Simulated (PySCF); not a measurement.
A calculated (TPSS, PySCF 2.14, cc-pVDZ-DK, scalar relativity by spin-free X2C-1e) atom or ion has these occupied shells.

| shell | electrons | orbital energy (eV) | rms radius, mean of both spins (bohr) |
| --- | --- | --- | --- |
| 1s α | 1 | -10258.8 | 0.0560 |
| 1s β | 1 | -10258.7 | 0.0560 |
| 2s α | 1 | -1286.4 | 0.236 |
| 2s β | 1 | -1286.4 | 0.236 |
| 2p α | 3 | -1121.3 | 0.211 |
| 2p β | 3 | -1121.3 | 0.211 |
| 3s α | 1 | -170.10 | 0.699 |
| 3s β | 1 | -170.01 | 0.699 |
| 3p α | 3 | -120.20 | 0.737 |
| 3p β | 3 | -120.09 | 0.737 |
| 3d α | 5 | -39.567 | 0.907 |
| 3d β | 5 | -39.298 | 0.907 |
| 4s α | 1 | -26.602 | 2.24 |

(1) Name the element and its charge.

## Answers

(1) Ga²⁺ (gallium, charge +2), in [Ar] 3d10 4s1, 2S determinant.
